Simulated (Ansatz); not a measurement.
# Worked example: BH(CH3)Cl + BH2I → BH(CH3)I + BH2Cl

Species: BH(CH3)Cl, singlet; BH2I `BI`, singlet; BH(CH3)I, singlet; BH2Cl `BCl`, singlet. The partners trade Cl for I; both sit on B, so the bond types are kept.

Shapes, held fixed at every level: PBE0-D4/def2-TZVP. Programs: Ansatz 0.2.0. The zero-point and thermal change to 298 K, harmonic and unscaled (PBE0-D4/def2-TZVP), is +0.3 kJ/mol.

At CCSD(T)/def2-TZVPP; 1 Eh = 2625.50 kJ/mol:

```
  species  energy (Eh)
BH(CH3)Cl  -524.988618
     BH2I  -323.125743
 BH(CH3)I  -362.386138
    BH2Cl  -485.727891
```

**Question.** Work out ΔH(298 K) of the reaction at this level.

**Answer.** 
1. Products less reactants: (-362.386138) + (-485.727891) − [(-524.988618) + (-323.125743)] = 0.000332 Eh = +0.9 kJ/mol.
2. With the thermal change: +0.9 + (+0.3) = +1.2 kJ/mol.

Other levels give +0.6 (BHLYP-D4/def2-TZVPP) to +2.1 kJ/mol (HF/def2-SVP). No measured value is set beside it here. For atoms past krypton def2 sets carry core potentials with scalar relativity. Outer-core shells of I are correlated, in sets that cover them unevenly. That is about zero within the method's error.
